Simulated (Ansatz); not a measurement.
Reaction (isomerisation): `CO[SiH](F)OC` → `CO[Si](C)(O)F`

Computed with Ansatz on PBE0-D4/def2-TZVP structures; ΔE is electronic, products minus reactants. CBS: MP2 limit from def2 TZ/QZ plus the TZ coupled-cluster correction, frozen cores. DFT in def2-TZVPP. B3LYP here is the variant with VWN-RPA as its local correlation; programs differ in this. One conformer a species, not always the lowest.

CCSD(T)/CBS gives -110.8 kJ/mol.

Problem. Another level gave -113.6 kJ/mol. Which?
A. HF/def2-TZVPP
B. MP2/def2-TZVPP
C. CCSD(T)/def2-TZVPP
D. B3LYP-D4/def2-TZVPP

Solution. B. MP2/def2-TZVPP -113.6, CCSD(T)/def2-TZVPP -108.1, B3LYP-D4 -103.5, HF/def2-TZVPP -93.3 kJ/mol.

Largest T1 diagnostic among the species: 0.011.

In def2-TZVPP, CCSD(T) changes the Hartree–Fock value by −14.8 kJ/mol (the triples alone add −1.1 kJ/mol) and MP2 by −20.2 kJ/mol.
